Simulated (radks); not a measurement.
Results of a calculation; reference values are marked as such.
Initial-state core-level shifts of the chlorine ion Cl+ when its valence configuration changes from [Ne] 3s2 3p4. Code: a radial shooting solver on a logarithmic mesh with Libxc functionals. Model: Dirac Kohn-Sham, BLYP, spin-unpolarised, spherical densities, point nucleus; open shells are shared between the two j in proportion to 2j + 1. Shifts are changes of the shell-averaged eigenvalues in eV (positive: less bound).

3s1.5 3p4.5: 1s -0.651; 2s -0.651; 2p -0.640
3p6: 1s -2.505; 2s -2.521; 2p -2.474
3s0.5 3p5.5: 1s -1.902; 2s -1.910; 2p -1.876
3s1 3p5: 1s -1.285; 2s -1.287; 2p -1.265
